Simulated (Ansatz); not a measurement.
The cluster Li7O3⁺. Total charge 1; triplet. Geometry PBE-D4/def2-SVP, that of the charge +1 singlet.

```xyz
10

Li   -0.0405   -1.5571    0.8642
Li   -1.6650    0.6354    0.0065
Li    0.2994   -0.0779   -0.7684
Li    3.0267   -1.1975    0.8253
Li   -2.3011   -2.1567   -1.1532
Li   -0.2497    3.2286   -0.8933
Li    0.9808    1.1119    0.9889
O     1.4762   -0.5963    0.6857
O    -0.2287    1.7056   -0.2113
O    -1.2982   -1.0960   -0.3445
```

At PBE-D4/def2-TZVP the gap within one spin of the charge 1 triplet nearly closes, so an electron or hole may be smeared out by delocalisation error. At PBE0-D4/def2-TZVP a singlet of charge 1 lies 4.01 eV below the triplet at the same geometry. The structure comes from a short search, and lower isomers may exist.

**Question.** Estimate the α-spin orbital energies around the gap (eV) in Ansatz with PBE-D4/def2-TZVP, r2SCAN-D4/def2-TZVP, PBE0-D4/def2-TZVP.

**Answer.** 
| orbital | PBE-D4/def2-TZVP | r2SCAN-D4/def2-TZVP | PBE0-D4/def2-TZVP |
| --- | --- | --- | --- |
| HOMO−5 | -10.02 | -10.36 | -11.12 |
| HOMO−4 | -10.00 | -10.30 | -11.02 |
| HOMO−3 | -9.83 | -10.05 | -10.74 |
| HOMO−2 | -9.74 | -9.94 | -10.71 |
| HOMO−1 | -9.46 | -9.64 | -10.37 |
| HOMO | -5.22 | -5.15 | -5.53 |
| LUMO | -4.84 | -4.67 | -4.24 |
| LUMO+1 | -4.80 | -4.53 | -4.06 |
| LUMO+2 | -3.96 | -3.82 | -3.47 |
| LUMO+3 | -3.72 | -3.53 | -3.25 |
| LUMO+4 | -3.69 | -3.52 | -3.01 |
| LUMO+5 | -3.52 | -3.34 | -2.98 |
| β HOMO | -9.19 | -9.32 | -10.20 |
| β LUMO | -9.14 | -9.07 | -8.41 |
